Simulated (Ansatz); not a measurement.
One change: `C[Si](Cl)(Cl)c1ccccc1` becomes `CCSCc1ccccc1`.

Ansatz, PBE0-D4/def2-TZVP geometries, multiplicity 1. Each molecule was computed in one conformer, which needn't be the lowest.

```
                                          property  `C[Si](Cl)(Cl)c1ccccc1`
           HOMO–LUMO gap (ωB97M-V/def2-TZVPP) / eV                    10.63
                 HOMO energy (PBE/def2-TZVPP) / eV                    -6.61
size of the dipole moment (ωB97M-V/def2-TZVPP) / D                     2.53
                HOMO energy (PBE0/def2-TZVPP) / eV                    -7.60
             HOMO energy (ωB97M-V/def2-TZVPP) / eV                    -9.68
             LUMO energy (ωB97M-V/def2-TZVPP) / eV                     0.95
```

(1) What does the change do to each property? (Estimate.)

Results:

(1) The calculation gave: 
```json
{"property": "HOMO–LUMO gap (ωB97M-V/def2-TZVPP) / eV", "`CCSCc1ccccc1`": "9.94", "shift": "-0.69"}
{"property": "HOMO energy (PBE/def2-TZVPP) / eV", "`CCSCc1ccccc1`": "-5.06", "shift": "1.55"}
{"property": "size of the dipole moment (ωB97M-V/def2-TZVPP) / D", "`CCSCc1ccccc1`": "1.46", "shift": "-1.07"}
{"property": "HOMO energy (PBE0/def2-TZVPP) / eV", "`CCSCc1ccccc1`": "-6.24", "shift": "1.36"}
{"property": "HOMO energy (ωB97M-V/def2-TZVPP) / eV", "`CCSCc1ccccc1`": "-8.44", "shift": "1.24"}
{"property": "LUMO energy (ωB97M-V/def2-TZVPP) / eV", "`CCSCc1ccccc1`": "1.50", "shift": "0.55"}
```

With PBE0 the HOMO rises by 1.36 eV and the LUMO rises by 0.56 eV, so the gap narrows by about 0.80 eV. PBE moves the HOMO by 1.55 eV and ωB97M-V by 1.24 eV. Dipoles are sizes alone; their direction can turn.
